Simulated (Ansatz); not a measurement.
Computed with Ansatz on PBE0-D4/def2-TZVP structures; ΔE is electronic, products minus reactants. CCSD(T)/CBS adds triple-zeta CCSD(T) − MP2 to the extrapolated MP2 energy (def2 sets, frozen cores). This one scheme is used for every species, atoms too. DFT in def2-TZVPP. B3LYP here is the variant with VWN-RPA as its local correlation; programs differ in this. HSE06 is defined as in plane-wave codes. Open shells (•) are unrestricted, without spin–orbit coupling. Spin–orbit coupling would lower the free atoms: a little for F. Elements past krypton have def2 core potentials. For Sb outer-core shells are correlated without core-valence functions, so the limit isn't a true one: a few kJ/mol of doubt a bond, and 10 to 20 or more in all where bonds break to atoms.

Reaction (hydrogen abstraction from the Sb–H bond): `[Cl][SbH2]` + F• → `[Cl][SbH]`• + H–F

`[Cl][SbH2]`:

Z-matrix (Å, degrees):
```
Sb
Cl 1 2.356
H 1 1.713 2 94.4
H 1 1.712 2 94.4 3 90.7
```

`[Cl][SbH]`•:

```xyz
3

Cl   -0.199   -1.092   -1.284
Sb    0.358   -0.250    0.835
H    -0.159    1.341    0.449
```

H–F:

Z-matrix (Å, degrees):
```
F
H 1 0.920
```

(1) Is it downhill or uphill in electronic energy at CCSD(T)/CBS, and by how much? (Estimate.)

(2) What do these levels give: revPBE-D4, BLYP-D4, PBE0-D4, B2PLYP, PBE-QIDH, B3LYP, HSE06, LC-ωPBE, CCSD/def2-SVP, CCSD(T)/def2-SVP, MP2/def2-TZVPP, HF/def2-QZVPP? (Estimate.)

Largest T1 diagnostic among the species: 0.014.

Answers

(1) The calculation gave: Downhill: ΔE = -3.17 eV.

(2) The calculation gave: revPBE-D4 -3.14, BLYP-D4 -3.18, PBE0-D4 -3.07, B2PLYP -3.12, PBE-QIDH -3.06, B3LYP -3.10, HSE06 -3.09, LC-ωPBE -3.17, CCSD/def2-SVP -2.80, CCSD(T)/def2-SVP -2.81, MP2/def2-TZVPP -3.35, HF/def2-QZVPP -2.16 eV.

In def2-TZVPP, CCSD(T) changes the Hartree–Fock value by −0.89 eV (the triples alone add −0.05 eV) and MP2 by −1.20 eV. Leaving LDA and LC-ωPBE aside and taking each functional with its dispersion term where it has one, the values, not all of them listed here, spread over 0.48 eV, from PBE-D4 to BHLYP-D4. LDA lies −0.44 eV from PBE without D4.
